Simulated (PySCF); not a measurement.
Gas-phase reaction: 2 GeH2F2 + 2 H → Ge2H6 + 4 F

Method: PySCF energies plus ideal-gas RRHO corrections (1 bar). † marks an energy on the PBE0/def2-TZVP geometry and frequencies. MP2 freezes the core. Open shells (unrestricted): H (multiplicity 2), F (multiplicity 2, electronic degeneracy 6); the rest are closed-shell singlets. Spin-orbit splitting is ignored; it lowers the true energy and changes the entropy of F. B3LYP is the form with VWN-RPA correlation. Ge: all electrons, no relativistic terms. GeH2F2: computed as isolated molecules; such fragments, hydroxides, amides, oligomers or adducts are transient or little studied in the gas. MP2 isn't extrapolated to the basis-set limit; its ΔH°(298 K) is 1183.6 kJ in def2-SVP and 1255.9 kJ in def2-TZVPP. The harmonic model lacks anharmonicity and excited electronic states, which grow with temperature; levels with a mode under 35 cm⁻¹ are left out. Internal rotation in Ge2H6 is treated as a harmonic vibration of one conformer, which makes the entropy rough.

| level | ΔE electronic, kJ | ΔH°(298 K), kJ | ΔS°(298 K), J/K | ΔG°(1200 K), kJ |
|---|---|---|---|---|
| B3LYP/def2-TZVP† | 1103 | 1119 | 158 | 929 |
| M06-2X/def2-TZVP† | 1201 | 1218 | 158 | 1028 |
| MP2/def2-TZVPP† | 1239 | 1256 | 158 | 1066 |
| PBE0/def2-QZVP† | 1107 | 1124 | 158 | 933 |
| PBE0/def2-SVP† | 1081 | 1098 | 158 | 908 |
| r2SCAN/def2-TZVP† | 1132 | 1149 | 158 | 959 |
| LDA/def2-TZVP† | 1395 | 1411 | 158 | 1221 |
| ωB97X-V/def2-TZVP† | 1131 | 1148 | 158 | 958 |
ΔH° is lowest at PBE0/def2-SVP† and highest at LDA/def2-TZVP†. No reference value is set beside these.
